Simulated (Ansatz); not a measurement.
Consider the redistribution: `[NH2][Al]([NH2])[NH2]` + `[SiH3][SiH2][SiH3]` → `[NH2][Al]([NH2])[SiH2][SiH3]` + `N[SiH3]`.

Calculated with Ansatz (gas phase, PBE0-D4/def2-TZVP geometries, no zero-point term in ΔE). CCSD(T)/CBS adds triple-zeta CCSD(T) − MP2 to the extrapolated MP2 energy (def2 sets, frozen cores). This one scheme is used for every species. Functionals use def2-TZVPP. HSE06 is defined as in plane-wave codes. One conformer a species, not always the lowest.

Question: Is it downhill or uphill in electronic energy at CCSD(T)/CBS, and by how much? (Estimate.)

Answer: The calculation gave: Uphill: ΔE = +6.6 kcal/mol.

Question: What do these levels give: PBE-D4, HSE06-D4, r2SCANh, BHLYP, CCSD(T)/def2-TZVPP, HF/CBS(def2)? (Estimate.)

Answer: Ansatz gave: PBE-D4 5.8, HSE06-D4 5.9, r2SCANh 6.8, BHLYP 6.4, CCSD(T)/def2-TZVPP 6.1, HF/CBS(def2) 6.3 kcal/mol.

Largest T1 diagnostic among the species: 0.013.

Leaving LDA and LC-ωPBE aside and taking each functional with its dispersion term where it has one, the values, not all of them listed here, spread over 1.0 kcal/mol, from PBE-D4 to r2SCAN-D4. At CCSD(T), def2-SVP lies −1.0 kcal/mol from the extrapolated value and def2-TZVPP −0.5 kcal/mol.
